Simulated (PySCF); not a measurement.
In(F)(vinyl)(NH2) (C2H5FInN), SMILES C=[CH][In]([NH2])[F].

Geometry: B3LYP-D3(BJ)/def2-SVP. The structure was generated by enumeration; whether it is a known compound was not checked. The def2 effective core potentials stand for the cores of In; spin–orbit coupling is left out. Other conformers were not sampled.

The numbers are results of B3LYP-D3(BJ)/def2-SVP run with PySCF, not measurements.

Frequencies are harmonic and unscaled.

```csv
mode,ν (cm⁻¹),IR (km/mol),Raman (Å⁴/amu),depolarisation,moving atoms (share of kinetic energy)
1,51,2.1,5.5,0.75,"C 41 %, H 32 %, F 20 %"
2,73,2.3,3.7,0.68,"C 27 %, N 26 %, H 18 %, F 15 %, In 14 %"
3,133,7.9,0.6,0.32,"In 26 %, H 23 %, N 23 %, C 15 %, F 13 %"
4,137,16.3,2.0,0.70,"F 50 %, N 26 %, H 11 %, In 11 %"
5,261,0.4,5.0,0.44,"C 54 %, H 36 %"
6,271,27.4,1.7,0.22,"H 77 %, C 14 %"
7,378,151.3,10.0,0.09,"H 69 %, N 28 %"
8,454,23.9,12.5,0.74,"H 67 %, C 31 %"
9,507,24.5,16.6,0.13,"C 66 %, H 25 %"
10,589,69.4,4.8,0.29,"F 85 %, In 14 %"
11,609,42.2,18.9,0.26,"N 64 %, H 22 %, In 13 %"
12,762,37.5,0.7,0.74,"H 88 %, N 11 %"
13,985,28.4,0.3,0.74,"H 72 %, C 28 %"
14,996,7.9,3.5,0.56,"H 87 %, C 13 %"
15,1038,12.0,0.9,0.55,H 94 %
16,1244,21.5,17.2,0.11,"H 74 %, C 26 %"
17,1416,8.0,25.6,0.51,"H 82 %, C 18 %"
18,1517,9.4,3.5,0.66,"H 91 %, N 9 %"
19,1651,3.0,4.3,0.05,"C 83 %, H 17 %"
20,3103,15.4,166.0,0.21,H 95 %
21,3152,4.7,165.4,0.33,"H 91 %, C 9 %"
22,3191,7.6,111.2,0.59,"H 90 %, C 10 %"
23,3528,12.8,206.5,0.11,H 96 %
24,3632,15.5,110.9,0.74,"H 91 %, N 9 %"
```
